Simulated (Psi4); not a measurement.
Intermolecular potential of C2H6O ··· CHN (SMILES COC and C#N), singlet. Monomers: optimised at B3LYP-D3(BJ) (def2-TZVP), held rigid. Orientation: a random orientation, not optimised. Only R, the distance of the centres of mass, is varied, so the lowest point isn't the relaxed dimer.

Geometry at R = 4.39 Å (first 9 atoms: monomer A):
```
12

C      1.1521    -0.0275    -0.2170
O      0.1679     0.4805     0.6544
C     -1.1334     0.0809     0.2898
H      2.1180     0.3291     0.1374
H      1.1556    -1.1258    -0.2223
H      0.9967     0.3228    -1.2463
H     -1.3959     0.4366    -0.7156
H     -1.2378    -1.0123     0.3080
H     -1.8232     0.5156     1.0116
C     -1.9740     0.1560    -3.4673
N     -3.0845     0.1345    -3.1842
H     -0.9405     0.1760    -3.7308
```

Method: SAPT0/jun-cc-pVDZ, frozen core (Psi4 1.11).

Components in kJ/mol:

| R / Å | electrostatics | exchange | induction | dispersion | total |
|---|---|---|---|---|---|
| 3.77 | -11.06 | 39.47 | -4.52 | -10.67 | 13.22 |
| 3.95 | -5.93 | 22.96 | -2.76 | -7.69 | 6.57 |
| 4.23 | -1.96 | 9.73 | -1.31 | -4.74 | 1.72 |
| 4.39 | -0.86 | 5.92 | -0.88 | -3.64 | 0.54 |
| 4.56 | -0.18 | 3.47 | -0.59 | -2.77 | -0.06 |
| 4.80 | 0.31 | 1.62 | -0.35 | -1.91 | -0.34 |
| 5.11 | 0.53 | 0.60 | -0.20 | -1.22 | -0.29 |
| 5.35 | 0.57 | 0.28 | -0.14 | -0.87 | -0.17 |
| 5.86 | 0.53 | 0.05 | -0.07 | -0.46 | 0.05 |
| 6.60 | 0.43 | 0.00 | -0.03 | -0.20 | 0.19 |
| 7.56 | 0.32 | 0.00 | -0.01 | -0.08 | 0.22 |
| 8.87 | 0.22 | 0.00 | -0.01 | -0.03 | 0.18 |
